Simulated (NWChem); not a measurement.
System: SiH2OClF; SMILES Cl[Si@@H](F)O

Input file for NWChem:

```
start job
memory heap 200 mb stack 900 mb global 1100 mb
geometry units angstroms
  O      1.488580    -0.952779    -0.325146
  Si    -0.040971    -0.579215    -0.008456
  F     -0.824723    -0.439461    -1.405623
  Cl    -0.240813     1.184878     0.910509
  H      2.093729    -0.413457    -0.830161
  H     -0.565597    -1.716623     0.695188
end
basis spherical
  * library def2-svp
end
dft
  xc pbe0
  iterations 150
end
driver
  maxiter 120
end
task dft optimize
task dft freq
```

NWChem printed, in part:

```
             Northwest Computational Chemistry Package (NWChem) 7.3.0
             --------------------------------------------------------

 C1  symmetry detected

                             Geometry "geometry" -> ""
                             -------------------------

 Output coordinates in angstroms (scale by  1.889725989 to convert to a.u.)

  No.       Tag          Charge          X              Y              Z
 ---- ---------------- ---------- -------------- -------------- --------------
    1 O                    8.0000     1.26458585     1.19623355     0.23822550
    2 Si                  14.0000     0.01335676     0.39966441    -0.37762535
    3 F                    9.0000    -1.33308233     1.01137667     0.25386804
    4 Cl                  17.0000     0.01003854    -1.54136333     0.10076560
    5 H                    1.0000     1.48963914     1.23563700     1.16553994
    6 H                    1.0000     0.03376524     0.69997944    -1.78241667

 Effective nuclear repulsion energy (a.u.)     231.9380322813

                                Z-matrix (autoz)
                                --------

 Units are Angstrom for bonds and degrees for angles

      Type          Name      I     J     K     L     M      Value
      ----------- --------  ----- ----- ----- ----- ----- ----------
    1 Stretch                  1     2                       1.60604
    2 Stretch                  1     5                       0.95505
    3 Stretch                  2     3                       1.60807
    4 Stretch                  2     4                       1.99911
    5 Stretch                  2     6                       1.43668
    6 Bend                     1     2     3               108.24402
    7 Bend                     1     2     4               113.02312
    8 Bend                     1     2     6               105.08214
    9 Bend                     2     1     5               125.19593
   10 Bend                     3     2     4               105.90155
   11 Bend                     3     2     6               108.44322
   12 Bend                     4     2     6               115.91099
   13 Torsion                  3     2     1     5          60.67317
   14 Torsion                  4     2     1     5         -56.29742
   15 Torsion                  5     1     2     6         176.38375

                           NWChem Geometry Optimization
                           ----------------------------

 maximum gradient threshold         (gmax) =   0.000450
 rms gradient threshold             (grms) =   0.000300
 maximum cartesian step threshold   (xmax) =   0.001800
 rms cartesian step threshold       (xrms) =   0.001200
 fixed trust radius                (trust) =   0.300000
 source of zmatrix                         =   autoz

          -------------------
          Energy Minimization
          -------------------

 Using diagonal initial Hessian
 Scaling for Hessian diagonals: bonds = 1.00  angles = 0.25  torsions = 0.10

          --------
          Step   0

                                 NWChem DFT Module
                                 -----------------

 Summary of "ao basis" -> "ao basis" (spherical)
 ------------------------------------------------------------------------------
       Tag                 Description            Shells   Functions and Types
 ---------------- ------------------------------  ------  ---------------------
 O                          def2-svp                 6       14   3s2p1d
 Si                         def2-svp                 8       18   4s3p1d
 F                          def2-svp                 6       14   3s2p1d
 Cl                         def2-svp                 8       18   4s3p1d
 H                          def2-svp                 3        5   2s1p

            General Information
            -------------------
          SCF calculation type: DFT
          Wavefunction type:  closed shell.
          No. of atoms     :     6
          No. of electrons :    50
           Alpha electrons :    25
            Beta electrons :    25
          Charge           :     0
          Spin multiplicity:     1
          Use of symmetry is: off; symmetry adaption is: off
          Maximum number of iterations: 150
          AO basis - number of functions:    74
                     number of shells:    34
          Convergence on energy requested:  1.00D-06
          Convergence on density requested:  1.00D-05
          Convergence on gradient requested:  5.00D-04

              XC Information
              --------------
                         PBE0 Method XC Functional
                     Hartree-Fock (Exact) Exchange  0.250
          PerdewBurkeErnzerhof Exchange Functional  0.750
            Perdew 1991 LDA Correlation Functional  1.000 local
           PerdewBurkeErnz. Correlation Functional  1.000 non-local

             Grid Information
             ----------------
          Grid used for XC integration:  medium
          Radial quadrature: Mura-Knowles
          Angular quadrature: Lebedev.
          Tag              B.-S. Rad. Rad. Pts. Rad. Cut. Ang. Pts.
          ---              ---------- --------- --------- ---------
          O                   0.60       49           8.0       434
          Si                  1.10       88           8.0       590
          F                   0.50       49           8.0       434
          Cl                  1.00       88          10.0       590
          H                   0.35       45          10.0       434
          Grid pruning is: on
          Number of quadrature shells:   364
          Spatial weights used:  Erf1

      Superposition of Atomic Density Guess
      -------------------------------------

 Sum of atomic energies:        -923.04428679

      Non-variational initial energy
      ------------------------------

 Total energy =    -924.079713
 1-e energy   =   -1740.357792
 2-e energy   =     584.340047
 HOMO         =      -0.434029
 LUMO         =       0.085836

   convergence    iter        energy       DeltaE   RMS-Dens  Diis-err
 ---------------- ----- ----------------- --------- --------- ---------
 d= 0,ls=0.0,diis     1   -925.2052759709 -1.16D+03  1.69D-02  8.30D-01
 d= 0,ls=0.0,diis     2   -925.1736542171  3.16D-02  8.64D-03  1.30D+00
 d= 0,ls=0.0,diis     3   -925.2923538217 -1.19D-01  1.17D-03  1.49D-02
 d= 0,ls=0.0,diis     4   -925.2934250809 -1.07D-03  5.36D-04  1.80D-03
 d= 0,ls=0.0,diis     5   -925.2936532670 -2.28D-04  1.01D-04  6.85D-05
  Resetting Diis
 d= 0,ls=0.0,diis     6   -925.2936622066 -8.94D-06  1.44D-05  1.08D-06
 d= 0,ls=0.0,diis     7   -925.2936622939 -8.73D-08  1.03D-05  4.16D-07
 d= 0,ls=0.0,diis     8   -925.2936622532  4.08D-08  6.04D-06  9.00D-07

         Total DFT energy =     -925.293662253166
      One electron energy =    -1742.512202948783
           Coulomb energy =      653.974466223052
    Exchange-Corr. energy =      -68.693957808687
 Nuclear repulsion energy =      231.938032281251

 Numeric. integr. density =       49.999997519068

                       DFT Final Molecular Orbital Analysis
                       ------------------------------------

 Vector   23  Occ=2.000000D+00  E=-3.771269D-01
              MO Center=  3.0D-01, -1.7D-02, -1.5D-01, r^2= 3.4D+00
   Bfn.  Coefficient  Atom+Function         Bfn.  Coefficient  Atom+Function
  ----- ------------  ---------------      ----- ------------  ---------------
     5      0.312249  1 O  py                58      0.306298  4 Cl py
    57     -0.257782  4 Cl px                55      0.234367  4 Cl py
     8      0.223903  1 O  py                70     -0.203734  6 H  s
    54     -0.196505  4 Cl px                37     -0.152990  3 F  py
    71     -0.146330  6 H  s                 38      0.145231  3 F  pz

 Vector   24  Occ=2.000000D+00  E=-3.549258D-01
              MO Center=  2.9D-02, -1.1D+00, -9.3D-02, r^2= 2.2D+00
   Bfn.  Coefficient  Atom+Function         Bfn.  Coefficient  Atom+Function
  ----- ------------  ---------------      ----- ------------  ---------------
    59      0.576198  4 Cl pz                56      0.428809  4 Cl pz
    53      0.249101  4 Cl pz                70      0.170158  6 H  s
    71      0.149930  6 H  s                 58      0.105403  4 Cl py
     4      0.099313  1 O  px                55      0.079137  4 Cl py
    24     -0.075220  2 Si pz                57     -0.071616  4 Cl px

[...]

      ----------------------
      Optimization converged
      ----------------------

  Step       Energy      Delta E   Gmax     Grms     Xrms     Xmax
  ---- ---------------- -------- -------- -------- -------- --------
@   12    -925.29689035 -1.0D-07  0.00004  0.00001  0.00033  0.00079
                                     ok       ok       ok       ok

                                Z-matrix (autoz)
                                --------

 Units are Angstrom for bonds and degrees for angles

      Type          Name      I     J     K     L     M      Value     Gradient
      ----------- --------  ----- ----- ----- ----- ----- ---------- ----------
    1 Stretch                  1     2                       1.63535   -0.00001
    2 Stretch                  1     5                       0.96231   -0.00001
    3 Stretch                  2     3                       1.61350    0.00002
    4 Stretch                  2     4                       2.05155    0.00004
    5 Stretch                  2     6                       1.46995   -0.00001
    6 Bend                     1     2     3               110.63572    0.00001
    7 Bend                     1     2     4               111.14098   -0.00001
    8 Bend                     1     2     6               108.26379    0.00000
    9 Bend                     2     1     5               119.11978   -0.00000
   10 Bend                     3     2     4               105.90678   -0.00001
   11 Bend                     3     2     6               109.46116   -0.00001
   12 Bend                     4     2     6               111.42994    0.00001
   13 Torsion                  3     2     1     5          67.48551   -0.00000
   14 Torsion                  4     2     1     5         -49.87700    0.00001
   15 Torsion                  5     1     2     6        -172.56903   -0.00001

                         Geometry "geometry" -> "geometry"
                         ---------------------------------

 Output coordinates in angstroms (scale by  1.889725989 to convert to a.u.)

  No.       Tag          Charge          X              Y              Z
 ---- ---------------- ---------- -------------- -------------- --------------
    1 O                    8.0000     1.28859350     1.25270205     0.25304161
    2 Si                  14.0000     0.00345892     0.45800249    -0.37246783
    3 F                    9.0000    -1.37377125     1.03063819     0.24291855
    4 Cl                  17.0000     0.05393461    -1.53314680     0.11908125
    5 H                    1.0000     1.49941106     1.14160743     1.18537653
    6 H                    1.0000     0.00667635     0.65172439    -1.82959305

 Effective nuclear repulsion energy (a.u.)     228.2532410463

                Final and change from initial internal coordinates
                --------------------------------------------------

                                Z-matrix (autoz)
                                --------

 Units are Angstrom for bonds and degrees for angles

      Type          Name      I     J     K     L     M      Value       Change
      ----------- --------  ----- ----- ----- ----- ----- ---------- ----------
    1 Stretch                  1     2                       1.63535    0.02931
    2 Stretch                  1     5                       0.96231    0.00726
    3 Stretch                  2     3                       1.61350    0.00543
    4 Stretch                  2     4                       2.05155    0.05243
    5 Stretch                  2     6                       1.46995    0.03327
    6 Bend                     1     2     3               110.63572    2.39170
    7 Bend                     1     2     4               111.14098   -1.88214
    8 Bend                     1     2     6               108.26379    3.18165
    9 Bend                     2     1     5               119.11978   -6.07614
   10 Bend                     3     2     4               105.90678    0.00523
   11 Bend                     3     2     6               109.46116    1.01793
   12 Bend                     4     2     6               111.42994   -4.48105
   13 Torsion                  3     2     1     5          67.48551    6.81234
   14 Torsion                  4     2     1     5         -49.87700    6.42043
   15 Torsion                  5     1     2     6        -172.56903   11.04722

[...]

 Rotational Constants
 --------------------
 A=   0.221977 cm-1  (  0.319368 K)
 B=   0.115134 cm-1  (  0.165649 K)
 C=   0.084352 cm-1  (  0.121361 K)

 Temperature                      =   298.15K
 frequency scaling parameter      =   1.0000

 Zero-Point correction to Energy  =   17.579 kcal/mol  (  0.028014 au)
 Thermal correction to Energy     =   20.819 kcal/mol  (  0.033177 au)
 Thermal correction to Enthalpy   =   21.411 kcal/mol  (  0.034121 au)

 Total Entropy                    =   73.663 cal/mol-K
   - Translational                =   39.699 cal/mol-K (mol. weight =  99.9547)
   - Rotational                   =   26.106 cal/mol-K (symmetry #  =        1)
   - Vibrational                  =    7.858 cal/mol-K

 Cv (constant volume heat capacity) =   16.679 cal/mol-K
   - Translational                  =    2.979 cal/mol-K
   - Rotational                     =    2.979 cal/mol-K
   - Vibrational                    =   10.720 cal/mol-K

[normal modes left out]

 ----------------------------------------------------------------------------
 Normal Eigenvalue ||           Projected Infra Red Intensities
  Mode   [cm**-1]  || [atomic units] [(debye/angs)**2] [(KM/mol)] [arbitrary]
 ------ ---------- || -------------- ----------------- ---------- -----------
    1       -0.000 ||    0.000541           0.012         0.527       0.077
    2       -0.000 ||    0.000048           0.001         0.047       0.007
    3       -0.000 ||    0.000130           0.003         0.127       0.018
    4       -0.000 ||    0.000093           0.002         0.091       0.013
    5        0.000 ||    0.000053           0.001         0.052       0.008
    6        0.000 ||    0.000287           0.007         0.280       0.041
    7      185.883 ||    0.046188           1.066        45.027       6.568
    8      249.229 ||    0.018477           0.426        18.012       2.627
    9      311.851 ||    0.087173           2.011        84.980      12.395
   10      351.302 ||    0.065854           1.519        64.198       9.364
   11      563.832 ||    0.083434           1.925        81.336      11.864
   12      758.045 ||    0.080996           1.869        78.959      11.517
   13      830.163 ||    0.082579           1.905        80.503      11.742
   14      859.341 ||    0.254642           5.875       248.237      36.208
   15      901.695 ||    0.132745           3.063       129.406      18.875
   16      993.185 ||    0.189509           4.372       184.743      26.947
   17     2366.425 ||    0.081813           1.888        79.756      11.633
   18     3931.610 ||    0.141324           3.260       137.769      20.095
 ----------------------------------------------------------------------------
```

Level: PBE0/def2-SVP.
